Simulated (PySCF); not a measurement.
## Calculated data, FHOSi2, B3H4O, AlBFH2O

Calculation on a computer-drawn molecule: optimised geometry and harmonic frequencies of an isolated molecule of the commonest isotopes, restricted reference for singlets and unrestricted otherwise, frozen core in MP2. Program: PySCF 2.14.0.

Common to all runs: charge 0.

(1) FHOSi2

Start structure:
```xyz
5
FHOSi2
O     -2.7966    -1.2396    -0.8827
Si    -2.2004    -0.0992    -0.1298
F     -0.8686    -0.1960     0.7554
Si    -2.9580     2.1591    -0.0613
H     -3.7522     1.8402     1.1852
```

* multiplicity: 1
* method: MP2
* basis: cc-pV(D+d)Z
* rotational constants: 7.08, 3.125, 2.211 GHz
* total energy: -753.3004 hartree
* convergence status largest gradient component: 1.38e-05 hartree/bohr

Drawn bonds:
```tsv
atom	other atom	order
1	2	2
2	3	1
2	4	1
4	5	1
```

Optimised structure:
```xyz
5
FHOSi2
O     -2.8368    -1.2444    -0.9020
Si    -2.2011    -0.0874    -0.1189
F     -0.8480    -0.1735     0.7841
Si    -2.9545     2.1663    -0.0741
H     -3.7353     1.8035     1.1778
```

Modes:
```tsv
frequency (cm⁻¹)	reduced mass (dalton)
77.62	13.17
214.6	1.884
241.4	1.95
266.6	16.09
437.3	12.62
638.4	1.206
831.8	20.06
1216	19.64
2122	1.041
```

(2) B3H4O

Start structure:
```xyz
8
B3H4O
B      0.1739     2.4287    -1.4859
B      0.9280     2.5427    -0.2579
O      0.3278     1.3024    -0.6036
B      0.1427     0.0280    -0.3108
H     -0.4147     2.3368    -2.4877
H      1.5545     2.8077     0.7917
H     -0.4838    -0.6213    -0.9699
H      0.5608    -0.3785     0.6521
```

- multiplicity: 2
- method: HF
- basis: cc-pVDZ
- rotational constants: 51.52, 4.364, 4.023 GHz
- total energy: -151.2406 hartree
- spin squared: 0.7584
- convergence status largest gradient component: 9.992e-06 hartree/bohr

Drawn bonds:
```tsv
atom	other atom	order
1	2	1
2	3	1
3	4	1
1	5	1
2	6	1
4	7	1
4	8	1
```

Optimised structure:
```xyz
8
B3H4O
B      0.2362     3.1451    -1.8270
B      0.5232     2.0094    -0.6886
O      0.0279     0.7250    -0.7995
B      0.2034    -0.2909     0.0806
H      0.0667     4.0130    -2.6111
H      1.1880     2.3174     0.2692
H     -0.3019    -1.3476    -0.1791
H      0.8457    -0.1251     1.0836
```

Modes:
```tsv
frequency (cm⁻¹)	reduced mass (dalton)
116.5	2.982
172.6	1.232
213.1	2.467
285.6	1.211
386.1	2.821
754.6	1.815
842.6	1.605
944.6	2.392
1023	1.357
1140	2.026
1144	1.37
1240	1.677
1374	1.784
1418	4.125
2650	1.073
2677	1.063
2746	1.13
2878	1.107
```

(3) AlBFH2O

Start structure:
```xyz
6
AlBFH2O
B      0.9789    -2.1071     0.0038
O      0.3207    -1.3544     0.6521
Al    -0.9764    -0.1993     1.0151
F     -0.7286     0.5531     2.5323
H      0.7267    -2.6276    -1.0520
H     -2.1999     0.1721     0.2162
```

* multiplicity: 2
* method: HF
* basis: cc-pV(D+d)Z
* rotational constants: 21.59, 3.403, 2.968 GHz
* total energy: -442.1907 hartree
* spin squared: 0.7536
* convergence status largest gradient component: 3.82e-05 hartree/bohr

Drawn bonds:
```tsv
atom	other atom	order
1	2	1
2	3	1
3	4	1
1	5	1
3	6	1
```

Optimised structure:
```xyz
6
AlBFH2O
B      1.0051    -1.8580    -0.3657
O      0.0183    -1.1920     0.2219
Al    -1.0161    -0.1400     1.0243
F     -0.6406     0.2485     2.5789
H      1.0435    -3.0629    -0.4437
H     -2.2887     0.4412     0.3517
```

Modes:
```tsv
frequency (cm⁻¹)	reduced mass (dalton)
83.15	7.46
100	3.506
197.2	1.23
286.8	13.68
526.1	1.341
674.9	1.934
715.6	1.926
893.8	11.38
1073	1.317
1461	11.36
2103	1.044
2625	1.092
```
